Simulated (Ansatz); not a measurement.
Cartesian coordinates in Å:
```
C 2.229 0.482 0.244
N 0.996 -0.245 0.000
Si -0.317 0.353 -0.875
F -0.503 1.867 -0.432
Cl -0.083 0.393 -2.900
O -1.643 -0.531 -0.613
C -2.238 -0.738 0.654
H 2.662 0.192 1.205
H 2.017 1.551 0.291
H 2.981 0.321 -0.536
H 1.110 -1.247 0.012
H -1.484 -0.898 1.431
H -2.873 -1.622 0.587
H -2.855 0.121 0.931
```

The species carries charge 0 and has multiplicity 1.

**Question.** List the r2SCAN/def2-TZVPP orbital energies in eV (the Gaussian-basis code of Ansatz). (An estimate is asked.)

**Answer.** The calculation gave: Occupied: -2753.13, -1792.95, -666.14, -516.12, -385.31, -274.60, -273.96, -254.54, -193.07, -192.94, -192.94, -143.12, -98.03, -98.00, -97.95, -31.34, -27.09, -23.41, -21.34, -18.17, -17.58, -14.20, -13.07, -12.38, -11.94, -11.91, -11.40, -11.11, -10.87, -10.57, -10.11, -9.43, -8.36, -8.30, -8.00, -7.55, -6.30. Lowest empty: 0.54, 1.11, 1.60, 1.70, 2.41, 2.57, 2.85, 3.15.
